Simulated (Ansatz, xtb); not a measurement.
Species: C₅H₅S, net charge 0, doublet state. It need not be the lowest isomer of its formula. 
Coordinates optimised at B3LYP-D3(BJ)/def2-TZVP (Ansatz, an electronic-structure program):
```xyz
11

C     -2.2244    -0.2399    -0.0819
C     -0.8610    -0.2064     0.0930
C     -0.0738    -0.9328     1.0129
C      1.2933    -0.6560     0.9212
C      1.5976     0.2716    -0.0502
S      0.1912     0.8250    -0.8762
H     -2.8318    -0.8872     0.5347
H     -2.7215     0.3662    -0.8246
H     -0.5120    -1.6308     1.7114
H      2.0449    -1.1181     1.5453
H      2.5697     0.6520    -0.3171
```
Charge 0, spin multiplicity 2.

Harmonic wavenumbers from GFN2-xTB (xtb, at its own minimum), cm⁻¹: 194, 315, 424, 514, 515, 562, 653, 682, 730, 752, 763, 850, 854, 948, 1073, 1085, 1171, 1242, 1367, 1403, 1426, 1525, 3119, 3121, 3140, 3161, 3165.

Task: Give the harmonic wavenumbers at B3LYP-D3(BJ)/def2-TZVP (Ansatz, finite differences of forces, unscaled).

Result: 217, 324, 477, 512, 552, 588, 651, 671, 738, 742, 788, 855, 908, 971, 1082, 1093, 1235, 1286, 1353, 1423, 1479, 1510, 3161, 3202, 3217, 3250, 3254 cm⁻¹. Zero-point energy 50.8 kcal/mol.

Task: From these and the geometry, give the ideal-gas thermochemistry at 298.15 K and 1 atm (rigid rotor, harmonic oscillator).

Result: Point group Cs, rotational symmetry number 1. Rotational constants 5.218, 3.401, 2.059 GHz. S(trans) 39.63, S(rot) 26.58, S(vib) 7.75, S(elec, spin only) 1.38, S 75.3 cal/(mol K). H(298) - H(0) 3.96 kcal/mol; G - E(el) 32.3 kcal/mol.
